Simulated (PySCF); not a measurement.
Y(Cl)3, SMILES [Cl][Y]([Cl])[Cl] (Cl3Y), singlet (PBE0/def2-SVP optimised geometry):

```
4

Y     -0.604     0.004     0.000
Cl     1.834     0.004     0.000
Cl    -1.820    -2.107     0.011
Cl    -1.834     2.107     0.000
```

Level of theory: PySCF 2.14.0 with PBE0/def2-TZVP, def2 effective core potentials past Kr.

Question: What are the frontier orbital energies and the dipole moment?

Answer: HOMO-2 -9.36 eV, HOMO-1 -9.36 eV, HOMO -9.13 eV, LUMO -2.91 eV, LUMO+1 -1.71 eV; dipole moment 0.03 D.

On the same geometry PBE/def2-TZVP, def2 effective core potentials past Kr in PySCF 2.14.0 gives HOMO-2 -7.96 eV, HOMO-1 -7.95 eV, HOMO -7.74 eV, LUMO -3.67 eV, LUMO+1 -2.56 eV; dipole moment 0.03 D.
